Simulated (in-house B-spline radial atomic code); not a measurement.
The numbers below are computed, except where a source is named.
## Extrapolating the RPA correlation energy in partial waves: Hg

All-electron RPA on r2SCAN orbitals from a B-spline radial code for spherical atoms, scalar-relativistic (spin-free one-electron X2C), finite nucleus, configuration [Xe] 4f14 5d10 6s2. Without the two-electron picture change, the correlation of inner shells comes somewhat too large for so heavy an element. With empty states up to angular momentum L the sums are:

```tsv
L	E_c(L) (hartree)
5	-6.189853
6	-6.570535
7	-6.776809
8	-6.894071
9	-6.963422
```

For large l each further wave adds A/(l + 1/2)⁴, because the basis must build the cusp where two electrons meet.

Question: Estimate the limit from L = 8 and L = 9.

Answer: Wave 9 adds -0.069351, against a sum of (l + 1/2)⁻⁴ of 1.22774e-04, so A = -564.87. The sum over l > 9 is ζ(4, 10.5) = 3.3168e-04, close to 1/(3 × 10³) = 3.3333e-04. The tail is -0.187356 and the limit -7.15078 hartree.

Question: How good is the estimate?

Answer: A run to L = 11 sums to -7.03388 and extrapolates to -7.12647 hartree, 10.01 millihartree from the run before, so it has not settled and is itself too deep. The estimate differs from that by -24.31 millihartree, while the bare sum at L = 9 misses 163.0 millihartree (2.3 %).
